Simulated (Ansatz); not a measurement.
System: SiN3H6, charge 0, multiplicity 2. SMILES: [NH][SiH](N)N
Geometry: optimised at B3LYP-D3(BJ)/def2-TZVP (Ansatz, an electronic-structure program).

Property: size of the dipole moment, in D. Set-up: non-relativistic; open shells spin-unrestricted; no dispersion term unless named; no spin-orbit coupling; six Cartesian d functions in 6-31G* and its kin unless marked 5d. First-principles rows: single points at B3LYP-D3(BJ) geometries (Ansatz).

```csv
level,program,size of the dipole moment (D)
SVWN5/6-31G*,Ansatz,1.85
BLYP/6-31G*,Ansatz,1.77
B3LYP/6-31G*,Ansatz,1.76
B3LYP/6-31+G*,Ansatz,1.80
B3LYP/6-31G**,Ansatz,1.74
B3LYP/def2-SVP,Ansatz,1.71
```

No value to compare with is used here. The 6 habitual levels span 1.71 (B3LYP/def2-SVP) to 1.85 D (SVWN5/6-31G*).

The levels are drawn from those run, B3LYP/6-31G* more often than the rest, none by its result; left out are runs that failed, that the program found above a lower state of the same kind, or whose <S^2> lies over 0.5 above the pure value.
